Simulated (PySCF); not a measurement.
## Unknown compound

The spectra below were simulated for a compound C7H9F3N2.

¹H NMR (400 MHz, computed): δ 7.09 (m, 1H), 7.06 (m, 1H), 6.95 (m, 1H), 5.79 (m, 1H), 5.67 (m, 1H), 4.54 (m, 1H), 4.38 (m, 1H), 4.17 (m, 2H).

¹³C{¹H} NMR (computed): δ 144.0 (CH), 143.7 (CH), 136.4 (CH), 134.4 (C), 128.5 (CH2), 91.5 (CH2), 62.9 (CH2).

How the numbers were obtained: σ from GIAO-PBE0/pcSseg-1, coordinates at the GFN2-xTB level, in PySCF 2.14 (non-relativistic, one averaged value for each set of equivalent atoms, single conformer, gas phase).

δ = σ(ref) − σ, references computed at the same level: ¹H and ¹³C vs TMS.

Question: Which of these isomers gave the spectra?
A. Cc1cn(CC(F)(F)F)nc1C
B. C=C/C=N/N=C(/CC)C(F)(F)F
C. C=C/C(CC)=N/N=C\C(F)(F)F
D. Cc1cnn(CC(F)(F)F)c1C
E. C=C/C=N\N(C=C)CC(F)(F)F

Answer: E. 

- Rings plus π bonds: 3 (no ring in the answer).
- 7 carbon signals for 7 carbons: no two carbons are equivalent.
- Carbon types of the structure: 1 × C, 3 × CH, 3 × CH2, which accounts for all hydrogens.
- δC 144.0: alkene carbon bearing nitrogen; an sp2 carbon further deshielded by the attached heteroatom.
- δC 134.4: CF3 carbon; 3 electronegative neighbours deshield it.
- δC 128.5: terminal =CH2 carbon; as expected for a trigonal carbon in a double bond.
- δC 91.5: β carbon of an enol-ether or enamine type C=C; the O or N lone pair pushes π density onto this β carbon and shields it.
- δC 62.9: sp3 CH2 bonded to N; deshielded by the electronegative neighbour.

The others: Cc1cn(CC(F)(F)F)nc1C would give 4 signals for carbon-bound and other non-exchanging H, not 8; C=C/C(CC)=N/N=C\C(F)(F)F would give 6 signals for carbon-bound and other non-exchanging H, not 8; Cc1cnn(CC(F)(F)F)c1C would give 4 signals for carbon-bound and other non-exchanging H, not 8; C=C/C=N/N=C(/CC)C(F)(F)F would give 6 signals for carbon-bound and other non-exchanging H, not 8.

Splittings by ¹⁹F in the carbon and heteronuclear signals aren't shown, as no couplings were computed. Shifts are as computed. Against solution values, carbons near 30 ppm lie about +3 ppm off and those near 130 ppm about +5 ppm. Of 1211 compounds with measured shifts, 218 miss one by over three times the rms of a fit or turn the order of signals round; such compounds aren't used in these exercises. Multiplicities follow the n + 1 count of equivalent neighbours, as no J values were calculated; m marks all less simple cases, F and P coupling included.
